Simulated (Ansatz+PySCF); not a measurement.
The numbers below are computed, except where a source is named.
## PySCF 2.14.0 run

```python
from pyscf import gto, dft

mol = gto.M(atom="""
Ti 0.000000 0.000000 0.000000
Cl 1.244080 1.244080 1.244080
Cl 1.244080 -1.244080 -1.244080
Cl -1.244080 1.244080 -1.244080
Cl -1.244080 -1.244080 1.244080
""", basis='def2-svp', charge=0, spin=0)
mf = dft.UKS(mol, xc='wb97x')
mf.kernel()
print(mf.converged, mf.e_tot, mf.spin_square()[0])
```

The script is written out from the run's settings.

Output:

```
Converged                       : yes
Total energy                    : -2689.82812 hartree
Spin squared of the determinant : 0.000
Cycles                          : 12
```

Caution: other spin multiplicities were not run.
